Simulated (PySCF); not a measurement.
# Mayer bond orders and bond lengths

Compound: C3H14SSi3.
Atom-mapped SMILES: `[SiH3:1][CH2:2][CH2:3][CH2:4][SiH2:5][S:6][SiH3:7]` (hydrogens: H8, H9, H10 on Si1; H11, H12 on C2; H13, H14 on C3; H15, H16 on C4; H17, H18 on Si5; H19, H20, H21 on Si7)

Cartesian coordinates in Å at the GFN2-xTB level; atoms count from 1:
```xyz
21
C3H14SSi3 angstrom
Si    -2.7148    1.2730   -0.5947
C     -2.2334   -0.0507    0.6854
C     -1.5931   -1.3046    0.0979
C     -0.3056   -1.0301   -0.6710
Si     1.0544   -0.2378    0.3769
S      2.8465   -0.3956   -0.8084
Si     4.3249    0.5640    0.4018
H     -3.6393    2.2152    0.0400
H     -1.5389    2.0086   -1.0637
H     -3.3782    0.6268   -1.7293
H     -1.5570    0.3814    1.4253
H     -3.1307   -0.3515    1.2318
H     -1.3793   -2.0113    0.9059
H     -2.3120   -1.7872   -0.5709
H     -0.5266   -0.3918   -1.5288
H      0.0685   -1.9722   -1.0797
H      1.2817   -0.9567    1.6318
H      0.8557    1.1834    0.6601
H      3.8705    1.9144    0.7091
H      4.4909   -0.2048    1.6292
H      5.5068    0.5447   -0.4397
```

Bond orders from the PBE0/pcSseg-1 density (PySCF). One conformer (not necessarily the lowest) at the GFN2-xTB geometry, without solvent, vibrations or thermal averaging.

Problem. Where do the orders between heavy atoms depart from those drawn in the SMILES?

Solution. The largest departure is 0.089, at Si1–C2 (drawn single, 0.911).

Problem. Give the Mayer order of every bond between heavy atoms, beside its length.

Solution. 
```csv
bond,drawn as,length (Å),Mayer order
Si1–C2,single,1.903,0.911
C2–C3,single,1.525,1.034
C3–C4,single,1.525,1.037
C4–Si5,single,1.891,0.922
Si5–S6,single,2.154,0.943
S6–Si7,single,2.138,0.956
```

Problem. And the bonds to hydrogen?

Solution. H–Si: 0.92 to 0.95 (8 bonds); C–H: 0.93 to 0.95 (6 bonds).

Problem. Sum the orders of all bonds at each heavy atom with more than one neighbour and set the sums beside the valence in the SMILES.

Solution. Si1 3.752 (drawn 4), C2 3.829 (drawn 4), C3 3.974 (drawn 4), C4 3.833 (drawn 4), Si5 3.703 (drawn 4), S6 1.899 (drawn 2), Si7 3.747 (drawn 4). Orders between atoms that aren't bonded are not in these sums.

For a closed shell the Mayer order of atoms A and B is Σ (PS)μν (PS)νμ over the basis functions μ on A and ν on B, with P the density and S the overlap matrix.

The run behind these numbers computed NMR shieldings as well. Hardware: one thread of an Arm Neoverse N1, shared host with 64 logical CPUs at a one-minute load of 61. Cost: 98 s (with the writing of density and orbital grids), 1.1 GiB resident at most.
